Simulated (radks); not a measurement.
Question: The mean radii <r> (bohr) of the occupied orbitals of an atom or ion are listed with their occupations. Method: Dirac Kohn-Sham, PBE, spin-unpolarised, spherical densities, point nucleus; computed with a radial shooting solver on a logarithmic mesh with Libxc functionals.

| orbital | occ. | <r> |
|---|---|---|
| 1s1/2 | 2 | 0.01743 |
| 2s1/2 | 2 | 0.07295 |
| 2p1/2 | 2 | 0.06017 |
| 2p3/2 | 4 | 0.06848 |
| 3s1/2 | 2 | 0.1899 |
| 3p1/2 | 2 | 0.1801 |
| 3p3/2 | 4 | 0.1954 |
| 3d3/2 | 4 | 0.1705 |
| 3d5/2 | 6 | 0.1752 |
| 4s1/2 | 2 | 0.4232 |
| 4p1/2 | 2 | 0.4267 |
| 4p3/2 | 4 | 0.4604 |
| 4d3/2 | 4 | 0.4719 |
| 4d5/2 | 6 | 0.4832 |
| 5s1/2 | 2 | 0.9793 |
| 5p1/2 | 2 | 1.066 |
| 4f5/2 | 6 | 0.5315 |
| 4f7/2 | 8 | 0.5392 |
| 5p3/2 | 4 | 1.165 |
| 5d3/2 | 4 | 1.639 |
| 5d5/2 | 3 | 1.705 |
| 6s1/2 | 1 | 2.721 |
| 7d3/2 | 1 | 19.09 |

Name the element and its charge. Open shells, if any, fill j = l - 1/2 first.

Answer: Z = 77, iridium, charge 0: Ir in [Xe] 4f14 5d7 6s1 7d1. The 1s radius gives Z: for a bare nucleus <r> = (2 gamma + 1)/(2Z) with gamma = sqrt(1 - (Z/c)^2), 0.01724 bohr for Z = 77, and screening makes it slightly larger (0.01743 here). The occupations add up to 77, and the charge is Z minus that.
